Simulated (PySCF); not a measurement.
# Simulated absorption spectrum

Compound: C₆H₁₁FNP.
Cartesian coordinates in Å at the PBE0-D3(BJ)/def2-SVP level; atoms count from 1:
```
atom  x, y, z in Å
C1     3.2776   -0.2965    0.5956
N2     1.9248    0.2083    0.5894
P3     1.0976    0.4558   -0.8888
C4    -0.1894    1.7227   -0.4299
C5    -1.4298    1.0298    0.1515
C6    -1.4207   -0.4059   -0.2930
C7    -2.6092   -1.2853   -0.1082
C8    -0.2501   -0.7966   -0.8220
F9    -0.0249   -2.0506   -1.2321
H10    3.8054    0.0753   -0.2958
H11    3.3500   -1.4013    0.5837
H12    3.8275    0.0682    1.4794
H13    1.3699   -0.0898    1.3875
H14   -0.4517    2.2450   -1.3637
H15    0.2628    2.4656    0.2434
H16   -1.4481    1.0746    1.2567
H17   -2.3545    1.5352   -0.1769
H18   -2.9142   -1.3158    0.9516
H19   -2.4002   -2.3108   -0.4404
H20   -3.4749   -0.9038   -0.6753
```

Level of theory: PySCF 2.14.0, density-fitted response routines, TDDFT PBE0/def2-SVPD, vertical, gas phase, core orbitals frozen in the response.

Computed states:

```json
{"state": "S1", "E (eV)": "5.40", "f": "0.061"}
{"state": "S2", "E (eV)": "5.45", "f": "0.095"}
{"state": "S3", "E (eV)": "5.87", "f": "0.0059"}
{"state": "S4", "E (eV)": "6.22", "f": "0.023"}
{"state": "S5", "E (eV)": "6.28", "f": "0.0037"}
{"state": "S6", "E (eV)": "6.43", "f": "0.089"}
{"state": "S7", "E (eV)": "6.58", "f": "0.083"}
{"state": "S8", "E (eV)": "6.63", "f": "0.0097"}
{"state": "S9", "E (eV)": "6.81", "f": "0.028"}
{"state": "S10", "E (eV)": "6.93", "f": "0.040"}
```

Broadening: Gaussians 0.5 eV wide at half height, area fixed by f = 4.319×10⁻⁹ ∫ε dν̃. The width is an assumption, not a result. The curve ends short of the highest state used, and states not computed would add to its high-energy end.

(1) What does the envelope look like, and where are its maxima?

(2) Coming from long wavelengths, where does ε first pass 100 L mol⁻¹ cm⁻¹?

(3) On this curve, what absorbance would a 10⁻⁴ mol/L sample give at 222 nm over a 1 cm path?

Answers

(1) 
E (eV), ε (L mol⁻¹ cm⁻¹) and a bar:
```
     4.65         11 
     4.69         20 
     4.73         38 
     4.77         70 
     4.81        122 
     4.85        207 #
     4.88        300 #
     4.92        478 ##
     4.96        735 ###
     5.00       1092 ####
     5.04       1565 ######
     5.08       2167 ########
     5.12       2896 ##########
     5.16       3739 #############
     5.20       4661 #################
     5.24       5611 ####################
     5.27       6303 ######################
     5.31       7140 #########################
     5.35       7811 ############################
     5.39       8254 #############################
     5.43       8427 ##############################
     5.47       8314 ##############################
     5.51       7929 ############################
     5.55       7315 ##########################
     5.59       6535 #######################
     5.63       5662 ####################
     5.66       4991 ##################
     5.70       4131 ###############
     5.74       3361 ############
     5.78       2719 ##########
     5.82       2231 ########
     5.86       1906 #######
     5.90       1746 ######
     5.94       1748 ######
     5.98       1905 #######
     6.02       2213 ########
     6.05       2539 #########
     6.09       3095 ###########
     6.13       3778 #############
     6.17       4572 ################
     6.21       5452 ###################
     6.25       6385 #######################
     6.29       7328 ##########################
     6.33       8233 #############################
```

Maxima: 228 nm (5.43 eV), ε about 8400, made up of S1 (39%) and S2 (61%) (ε in L mol⁻¹ cm⁻¹; maxima over ε = 5, shares over 10%). At its high-energy end, 6.33 eV, the curve is still rising (ε about 8200, from S4, S6 and S7).

(2) At about 259 nm (4.80 eV), 0.60 eV below S1.

(3) 222 nm is 5.585 eV, where ε is about 6600 L mol⁻¹ cm⁻¹, so A = ε c l ≈ 0.66 (Beer–Lambert, with the gas-phase spectrum and the assumed width).

All these states lie below the vertical ionisation energy of 8.12 eV (ΔSCF).

One conformer stands for the species.
